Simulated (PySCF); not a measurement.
BeMeF, CH₃BeF.
SMILES: `[CH3][Be][F]`

Computed, not measured: PySCF, PBE0-D3(BJ)/def2-SVP geometry optimisation, gas phase.

Take the most abundant isotopes and a rigid rotor. 

Give the principal moments of inertia and the rotational constants in MHz.

Ia = 3.17, Ib = 84.73, Ic = 84.73 u·Å²; 505379 MHz·u·Å²/I gives A = 159204, B = 5965, C = 5965 MHz.

Classify the top.

A prolate symmetric top, as the point group C3v requires two equal moments; Ray's κ = -1.000.

Where do the R-branch lines fall?

The dipole of 1.41 D lies along the symmetry axis, so ΔK = 0 and J+1 ← J falls at 2B(J+1) for every K: 11.93 GHz, 23.86 GHz, 35.79 GHz, 47.72 GHz, 59.65 GHz for J = 0 to 4.

Estimate the classical rotational partition function at 100 K and 298.15 K.

Point group C3v, symmetry number σ = 3; q = (√π/σ)·√((kT/h)³/(ABC)), k/h = 20836.6 MHz/K: 747 at 100 K, 3840 at 298.15 K.

Whether it is a minimum is left open (no frequencies). No vibrational averaging or centrifugal distortion is included, and the geometry carries the error of its method.

The run took 2.7 s wall on one thread, Arm Neoverse V1, on a shared host. These figures are those of the optimisation.
